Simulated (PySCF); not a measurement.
SMILES O=S(=O)([O-])O (charge -1), PBE0/def2-SVP optimised geometry.

```
6

O      0.03    -1.10     0.00
S     -0.28     0.56     0.00
O      1.10     1.10     0.08
O     -1.10     0.77     1.20
O     -0.97     0.80    -1.27
H      1.00    -1.10     0.00
```

Density from PBE0/def2-TZVPD in PySCF at that geometry.

Minimum of the electron density along straight lines between bonded atoms, close to the bond critical point (lines longer than 1.1 times the sum of covalent radii, or with two minima, are not listed):

| bond | length / Å | ρ at the minimum / e bohr⁻³ | ∇²ρ there / e bohr⁻⁵ | position (fraction from the first atom) |
|---|---|---|---|---|
| O1–S2 | 1.690 | (withheld) | -0.33 | 0.59 |
| S2–O3 | 1.480 | 0.292 | 0.56 | 0.40 |
| S2–O4 | 1.467 | 0.298 | 0.64 | 0.40 |
| S2–O5 | 1.467 | 0.298 | 0.63 | 0.40 |
| O1–H6 | 0.964 | (withheld) | (withheld) | 0.81 |

Question: Complete the blanks.

Answer: 
- O1–S2, ρ at the minimum / e bohr⁻³: 0.201
- O1–H6, ρ at the minimum / e bohr⁻³: 0.358
- O1–H6, ∇²ρ there / e bohr⁻⁵: -2.43
